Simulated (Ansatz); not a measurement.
`[CH3][Mg][N](C)C`. Total charge 0; spin multiplicity 1. Geometry: relaxed with PBE0-D4/def2-TZVP. It is one conformer, not always the lowest.

```xyz
14

C    -2.930   -0.891    0.900
Mg   -1.022   -0.310    0.313
N     0.725    0.221   -0.224
C     1.468   -0.375   -1.301
C     1.487    1.273    0.392
H    -3.706   -0.340    0.360
H    -3.093   -0.717    1.969
H    -3.101   -1.956    0.718
H     2.424   -0.813   -0.963
H     0.903   -1.181   -1.784
H     1.724    0.354   -2.090
H     2.443    0.913    0.810
H     0.936    1.741    1.217
H     1.743    2.080   -0.318
```

Q: What is the dipole moment at r2SCAN/def2-TZVPP? (Estimate.)

A: The calculation gave: 0.33 D, with components (-0.30, -0.09, 0.09) D in this frame, pointing from negative to positive charge.

Q: And with PBE, B3LYP, ωB97M-V? (An estimate is asked.)

A: The calculation gave: PBE 0.41 D, B3LYP 0.36 D, ωB97M-V 0.32 D.

Q: Give the Mulliken charges with r2SCAN, ωB97M-V, B3LYP in def2-TZVPP. (Estimate.)

A: Computed: 
| atom | r2SCAN | ωB97M-V | B3LYP |
| --- | --- | --- | --- |
| C1 | -0.64 | -0.74 | -0.67 |
| Mg2 | 0.76 | 0.71 | 0.69 |
| N3 | -0.56 | -0.50 | -0.49 |
| C4 | 0.03 | -0.19 | -0.11 |
| C5 | 0.03 | -0.19 | -0.11 |
| H6 | 0.09 | 0.13 | 0.11 |
| H7 | 0.09 | 0.13 | 0.11 |
| H8 | 0.09 | 0.13 | 0.11 |
| H9 | 0.03 | 0.10 | 0.07 |
| H10 | 0.00 | 0.06 | 0.04 |
| H11 | 0.03 | 0.10 | 0.07 |
| H12 | 0.03 | 0.10 | 0.07 |
| H13 | 0.00 | 0.06 | 0.04 |
| H14 | 0.03 | 0.10 | 0.07 |

B3LYP here is the variant with VWN-RPA as its local correlation; programs differ in this.
